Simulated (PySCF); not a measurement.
## Excitation energy of Rh⁺ by level of theory

Rh⁺ [Kr] 4d8 (3F) → Rh⁺ [Kr] 4d7 5s1 (5F), as a difference of total energies. Calculation: PySCF 2.14, in aug-cc-pVTZ-DK (9s8p6d3f2g, 102 functions); the spin-free X2C one-electron Hamiltonian (Gaussian nucleus). Correlated levels: valence: [Kr] frozen. The calculations carry no spin-orbit coupling.

```
           method  excitation energy (eV)
              UHF                   1.324
              LDA                   2.126
              PBE                   2.058
             PBE0                   2.062
           r2SCAN                   1.941
            wB97X                   2.695
          r2SCANh                   1.948
            B3LYP                   2.111
    MP2 (valence)                   2.171
SCS-MP2 (valence)                   2.483
```

Problem. How much does correlation contribute at MP2 (valence)?

Solution. 2.171 − (1.324) = 0.847 eV, measured against UHF.

Errors of the correlated levels include the incompleteness of this basis and the frozen core.

For comparison: 2.126 eV (measured; NIST levels, between the centres of gravity of the two terms).
